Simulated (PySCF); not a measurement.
# Working out the ionisation energy of Cl²⁺

Cl²⁺ [Ne] 3s2 3p3 (4S) → Cl³⁺ [Ne] 3s2 3p2 (3P). Calculation: PySCF 2.14, in x2c-TZVPPall with one added diffuse shell each of s, p, d type (6s6p4d1f, 51 functions); scalar relativity by spin-free X2C-1e. Frozen: 1s2. Energies in hartree (1 hartree = 27.21139 eV):

| part | Cl²⁺ (lower) | Cl³⁺ (upper) |
| --- | --- | --- |
| UHF | -459.626944 | -458.195553 |
| CCSD correlation | -0.277450 | -0.255766 |
| (T) | -0.004622 | -0.003437 |

Question: What does Hartree-Fock give?

Answer: (-458.195553) − (-459.626944) = 1.431391 hartree = 38.950 eV.

Question: What do CCSD and CCSD(T) give?

Answer: The CCSD correlation energies differ by 0.021684 hartree = 0.590 eV and the triples by 0.001185 hartree = 0.032 eV, so CCSD gives 39.540 eV and CCSD(T) 39.572 eV.

A first-order spin-orbit estimate adds -0.104 eV to CCSD(T) (valence and next inner shell), giving 39.468 eV against 39.8 ± 0.11 eV (semi-empirical (NIST evaluation); NIST Atomic Spectra Database, ionization energies).

What remains against the reference includes basis incompleteness, the frozen core and higher excitations.
